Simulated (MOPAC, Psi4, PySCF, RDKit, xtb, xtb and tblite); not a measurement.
Two geometries of SMILES CS[SiH2]CO, singlet, relaxed at GFN2-xTB with one dihedral held; other torsions can differ between them too.

Structure A

```
13

C     -0.8504    -4.9996     0.9090
S     -0.8720    -3.1996     0.6449
Si     0.9136    -3.0115    -0.5286
C      1.1190    -1.1721    -0.9443
O      2.3061    -1.1121    -1.7167
H      0.0506    -5.2770     1.4457
H     -0.8929    -5.5077    -0.0484
H     -1.7264    -5.2431     1.4998
H      0.7526    -3.8059    -1.7455
H      2.0422    -3.4956     0.2648
H      1.2134    -0.5578    -0.0416
H      0.2667    -0.7848    -1.5142
H      2.4788    -0.1983    -1.9685
```

Structure B

```
13

C     -2.7756     0.3484     0.0459
S     -1.2666    -0.2322     0.8956
Si     0.2775    -0.0585    -0.5898
C     -0.4115     0.6175    -2.2385
O      0.6329     0.7332    -3.1925
H     -3.0093    -0.3086    -0.7847
H     -2.6407     1.3690    -0.2945
H     -3.5698     0.3064     0.7835
H      0.7995    -1.4049    -0.8346
H      1.3009     0.8406    -0.0752
H     -0.8003     1.6311    -2.1250
H     -1.2262     0.0047    -2.6473
H      0.9872    -0.1424    -3.3742
```

Task: Which is lower in energy at the level DF-MP2 (frozen core)/cc-pVTZ // GFN2-xTB in Psi4, and by how much?

Result: A is lower, by 11.78 kJ/mol (dihedral C1–S2–Si3–C4: 180° in A, 0° in B).

E(B) − E(A) in kJ/mol at the other levels, on the same two geometries: GFN2-xTB (xtb and tblite) 10.65; MMFF94 // GFN2-xTB (RDKit) 0.75; PBE/def2-TZVP // GFN2-xTB (Psi4) 8.72; PBE-D3(BJ)/def2-TZVP // GFN2-xTB (Psi4) 7.27; M06-2X/def2-TZVP // GFN2-xTB (Psi4) 12.09; HF/cc-pVTZ // GFN2-xTB (Psi4) 16.59; UFF // GFN2-xTB (RDKit) 16.09; PM6, restricted, heats of formation // GFN2-xTB (MOPAC) -1.35; PM7, restricted, heats of formation // GFN2-xTB (MOPAC) 2.84; GFN1-xTB // GFN2-xTB (xtb) 9.20; restricted B3LYP/6-31G*, spherical d, density fitting // GFN2-xTB (PySCF) 9.15; restricted BP86/6-31G*, spherical d, density fitting // GFN2-xTB (PySCF) 6.37; restricted B3LYP/6-311+G**, spherical d, density fitting // GFN2-xTB (PySCF) 13.51; restricted Hartree-Fock/3-21G // GFN2-xTB (PySCF) 20.20.
